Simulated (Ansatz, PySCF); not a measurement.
System: InCl2 (charge +1, singlet). SMILES: [In+]([Cl])[Cl]
Geometry from a B3LYP-D3(BJ)/def2-TZVP (Ansatz, a first-principles code) optimisation:
```xyz
3

In     0.0000     0.0000     0.0000
Cl     0.0000     0.0000     2.2242
Cl     0.0000     0.0000    -2.2242
```
Charge +1, spin multiplicity 1.

Property: vertical triplet-singlet gap, E(triplet) - E(singlet), in eV. Conventions: each state is the SCF solution reached for its charge and spin; STO-3G and 3-21G all-electron and non-relativistic; spin-orbit terms left out; 6-31G* and kin with 6d, 5d where marked; open shells spin-unrestricted; no dispersion term unless named; def2 sets with scalar-relativistic core potentials past Kr; LANL2DZ with its own core potentials from Na on. First-principles rows: single points at B3LYP-D3(BJ) geometries (Ansatz). The spin state of an ion or metal species was assumed, not searched. Levels can end on unlike triplets.

```json
[
 {"level": "HF/6-31G* with LANL2DZ past Ar", "program": "Ansatz", "vertical triplet-singlet gap, E(triplet) - E(singlet) (eV)": "3.75"},
 {"level": "PBE/6-31G* with LANL2DZ past Ar", "program": "Ansatz", "vertical triplet-singlet gap, E(triplet) - E(singlet) (eV)": "3.41"},
 {"level": "B3LYP/STO-3G", "program": "Ansatz", "vertical triplet-singlet gap, E(triplet) - E(singlet) (eV)": "4.90"},
 {"level": "B3LYP/3-21G", "program": "Ansatz", "vertical triplet-singlet gap, E(triplet) - E(singlet) (eV)": "3.88"},
 {"level": "B3LYP/6-31G* with LANL2DZ past Ar", "program": "Ansatz", "vertical triplet-singlet gap, E(triplet) - E(singlet) (eV)": "3.72"},
 {"level": "M06-2X/6-31G* with LANL2DZ past Ar (5d)", "program": "PySCF", "vertical triplet-singlet gap, E(triplet) - E(singlet) (eV)": "4.34"},
 {"level": "M06-2X/def2-TZVPD", "program": "PySCF", "vertical triplet-singlet gap, E(triplet) - E(singlet) (eV)": "4.53"}
]
```

No value to compare with is used here. The 6 habitual levels span 3.41 (PBE/6-31G* with LANL2DZ past Ar) to 4.90 eV (B3LYP/STO-3G); M06-2X/def2-TZVPD gives 4.53.

The levels are drawn from those run, B3LYP/6-31G* more often than the rest, none by its result; runs whose electronic state is in doubt are left out.
